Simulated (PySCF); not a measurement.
# Computed properties of SeClBr, SMILES Cl[Se]Br

SeClBr, SMILES Cl[Se]Br. Geometry: B3LYP-D3(BJ)/def2-TZVP. Other conformers were not sampled. All values are computed for the isolated molecule unless a solvent is named; none is compared with measurement here.

**Structure.** The optimised structure has Cs symmetry. All 3 harmonic modes at B3LYP-D3(BJ)/def2-TZVP (PySCF) are real, so it is a minimum. With heavy atoms numbered as in [Se:1]([Cl:2])[Br:3], the shortest bond between them is Se1–Cl2 at 2.179 Å and the longest Se1–Br3 at 2.334 Å.

**Vibrations.** The strongest infrared lines (harmonic, unscaled, degenerate partners summed) lie at 398 cm⁻¹ (31 km/mol, Cl 69 %, Se 31 %), 291 cm⁻¹ (17 km/mol, Se 52 %, Br 47 %). The softest mode is at 129 cm⁻¹ and the zero-point energy is 1.2 kcal/mol.

**Electronic structure.** HF/def2-TZVPD (PySCF) places the frontier levels at -9.82 and 0.18 eV, a gap of 10.00 eV, and gives a dipole moment of 1.05 D and a mean polarisability of 65.4 bohr³.

**Excitations.** TDDFT-CAM-B3LYP/def2-SVPD (PySCF) has S1 at 2.38 eV (521 nm, f = 0.001, dark); the most intense of the 10 singlets computed lies at 6.28 eV (f = 0.18). T1 (TDA) is at 1.71 eV.
